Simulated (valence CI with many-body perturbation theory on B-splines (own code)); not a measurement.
**Eu55+: magnetic and hyperfine properties of the levels**

Computed by relativistic CI+MBPT: six valence electrons over a frozen Dirac-Fock core [He], a basis of 9 s, 9 p, 8 d, 6 f, 3 g, 1 h functions for each j, with the one-electron correlation potential Σ1, the two-electron term Σ2, the three-electron term Σ3, Breit, model QED; selected CI, second order for the rest, scaled by the run's own slope (own B-spline code, finite nucleus).

No measured spectrum was set against this ion. As an estimate, large intervals hold to a few tenths of a per cent, small ones and those within an open d or f shell to about a per cent. Among the levels kept, up to 2100 cm⁻¹ of a level comes from second order outside the variational space, and about a tenth of that is noise between levels of different J, which matters for small intervals.

A/g_I is the dipole constant over the nuclear g factor μ/I (μ in nuclear magnetons, uniformly magnetised nucleus), B/Q the quadrupole constant per barn. Both hold the static response of the core; the bare values leave it out. Large factors of s and p1/2 electrons are usually good to 5 to 10 %; those of open d and f shells near neutrality can be off by tens of per cent, and small factors of p3/2, d and f electrons come from cancelling terms and can be off by a factor of two or in sign, in half-filled shells by more. B is blank for J = 1/2, where it vanishes, and for nearly pure S terms. Energies count from the lowest level. Levels with J = 0 are left out.

Levels are named by their leading jj configuration (3d3/2^4 stands for four electrons in 3d with j = 3/2), which in mixed levels can hold well under half, so a name can repeat and another be missing. Letters in brackets count levels of one name in rising energy.

```
                             Level  E (Ry)      g  A/g_I (MHz)  A/g_I bare  B/Q (MHz/b)  B/Q bare
        (2s^2 2p1/2^2 2p3/2^2) J=2    0.00  1.320       479000      491000        73800     73900
          (2s^2 2p1/2 2p3/2^3) J=1   49.26  1.478      -301000     -282000      -469000   -470000
          (2s^2 2p1/2 2p3/2^3) J=2   50.58  1.128      1280000     1280000     -1010000  -1020000
          (2s 2p1/2^2 2p3/2^3) J=2   72.87  1.474      3160000     3140000      -934000   -936000
          (2s 2p1/2^2 2p3/2^3) J=1   77.77  1.179     -2180000    -2120000      -346000   -347000
            (2s 2p1/2 2p3/2^4) J=1  125.36  1.265      7400000     7320000      -117000   -117000
       (2s^2 2p1/2^2 2p3/2 3s) J=2  454.96  1.501      1150000     1150000       907000    909000
       (2s^2 2p1/2^2 2p3/2 3s) J=1  455.52  1.162      -188000     -165000       465000    466000
    (2s^2 2p1/2^2 2p3/2 3p1/2) J=1  461.96  1.487       336000      353000       450000    451000
    (2s^2 2p1/2^2 2p3/2 3p1/2) J=2  462.09  1.172       617000      625000       889000    891000
    (2s^2 2p1/2^2 2p3/2 3p3/2) J=3  476.02  1.330       306000      315000      1170000   1170000
    (2s^2 2p1/2^2 2p3/2 3p3/2) J=1  476.04  1.351       303000      312000      -461000   -461000
    (2s^2 2p1/2^2 2p3/2 3p3/2) J=2  477.74  1.318       310000      319000        33700     33700
    (2s^2 2p1/2^2 2p3/2 3d3/2) J=2  483.35  1.031       275000      282000        -4660     -4640
    (2s^2 2p1/2^2 2p3/2 3d3/2) J=3  483.86  1.092       273000      279000       903000    905000
    (2s^2 2p1/2^2 2p3/2 3d3/2) J=1  484.07  1.098       272000      278000      -377000   -378000
    (2s^2 2p1/2^2 2p3/2 3d5/2) J=4  487.14  1.246       196000      200000       938000    940000
    (2s^2 2p1/2^2 2p3/2 3d5/2) J=2  487.84  1.236        65700       67000      -630000   -631000
    (2s^2 2p1/2^2 2p3/2 3d5/2) J=3  488.85  1.199       166000      170000      -137000   -137000
    (2s^2 2p1/2^2 2p3/2 3d5/2) J=1  489.55  1.054      -306000     -316000       101000    101000
   (2s^2 2p1/2 2p3/2^2 3s) J=2 [a]  503.05  1.582       633000      640000       101000    101000
   (2s^2 2p1/2 2p3/2^2 3s) J=1 [a]  503.78  1.304      -966000     -937000        28000     28100
       (2s^2 2p1/2 2p3/2^2 3s) J=3  504.77  1.309      1470000     1470000        -4450     -4460
   (2s^2 2p1/2 2p3/2^2 3s) J=2 [b]  505.27  1.031       842000      853000       -24900    -25000
   (2s^2 2p1/2 2p3/2^2 3s) J=1 [b]  507.97  1.310      3410000     3390000       -13400    -13400
(2s^2 2p1/2 2p3/2^2 3p1/2) J=1 [a]  509.91  1.642      -439000     -415000        39800     39900
(2s^2 2p1/2 2p3/2^2 3p1/2) J=2 [a]  510.48  1.205       575000      584000        14200     14200
    (2s^2 2p1/2 2p3/2^2 3p1/2) J=3  511.69  1.091      1120000     1120000       -15700    -15700
(2s^2 2p1/2 2p3/2^2 3p1/2) J=2 [b]  513.87  1.309       724000      735000        55500     55600
(2s^2 2p1/2 2p3/2^2 3p1/2) J=1 [b]  514.54  0.644      2360000     2350000        -3300     -3300
       (2s 2p1/2^2 2p3/2^2 3s) J=3  522.42  1.498      1870000     1870000       258000    258000
(2s^2 2p1/2 2p3/2^2 3p3/2) J=2 [a]  523.71  1.415       653000      659000        34400     34400
```

Problem. Take the isotope of mass number 153, with I = 5/2, μ = 1.5294 μN and Q = 2.41 b. What is the hyperfine structure of (2s^2 2p1/2^2 2p3/2^2) J=2?

Solution. From the table A = 293000 MHz, B = 178000 MHz. Shifts from the centre of gravity in MHz: F = 1/2: -1930000, F = 3/2: -1570000, F = 5/2: -924000, F = 7/2: 70800, F = 9/2: 1510000.
